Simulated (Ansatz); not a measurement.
Basis-set extrapolation for BF2H4NSi (`FB(F)N[SiH3]`) (PBE0-D4/def2-TZVP geometry, frozen core, Ansatz). Multiplicity 1, RHF reference.

```json
{"": "HF", "def2-TZVPP": "-569.614507", "def2-QZVPP": "-569.636538"}
{"": "MP2 correlation", "def2-TZVPP": "-0.920841", "def2-QZVPP": "-1.000164"}
{"": "CCSD(T) correlation", "def2-TZVPP": "-0.980193", "def2-QZVPP": "not run"}
```

Energies in hartree. Use E(X) = E(∞) + A·exp(−7.88·√X) for Hartree–Fock and E(X) = E(∞) + B·X^(−2.97) for correlation, with X = 3 and 4, and add CCSD(T) minus MP2 of the smaller set to the MP2 limit.

Q: What is the CCSD(T) energy at the basis-set limit?

A: HF limit: -569.636538 + (-0.022031) × 0.13774 = -569.63957. MP2 limit: -1.000164 + (-0.079323) × 0.74074 = -1.05892. Higher-order term: -0.980193 − (-0.920841) = -0.05935. Total: -570.75784 hartree, 4.44 eV below CCSD(T)/def2-TZVPP.
